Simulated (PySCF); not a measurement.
Al(F)(Me)(OH) (CH₄AlFO), SMILES [F][Al]([CH3])[OH]. Heavy atoms are numbered as in [Al:1]([F:2])([CH3:3])[OH:7]. Hydrogens are named by the atom that carries them.

Geometry optimised at B3LYP-D3(BJ)/def2-SVP. Other conformers were not sampled.

The numbers are results of HF/pcSseg-1 in PySCF, not measurements.

GIAO shieldings, no solvent; atoms alike by connectivity are averaged. δ = σ(ref) − σ: ¹⁹F against CFCl3 (σ = 238.5 ppm); ¹³C against TMS (σ = 192.6 ppm); ¹H against TMS (σ = 31.99 ppm); ¹⁷O against H2O (σ = 333.0 ppm), references at their B3LYP-D3(BJ)/def2-TZVP geometries, non-relativistic.

| atoms | nucleus | count | δ (ppm) |
|---|---|---|---|
| F2 | ¹⁹F | 1 | -136.9 |
| C3 (CH3) | ¹³C | 1 | … |
| H on O7 | ¹H | 1 | 2.37 |
| H on C3 | ¹H | 3 | 0.09 |
| O7 (OH) | ¹⁷O | 1 | … |

Complete the blanks. (The exact figures need the calculation; the answer reports its results.)


- C3 (CH3), δ (ppm): -16.4
- O7 (OH), δ (ppm): 17.4
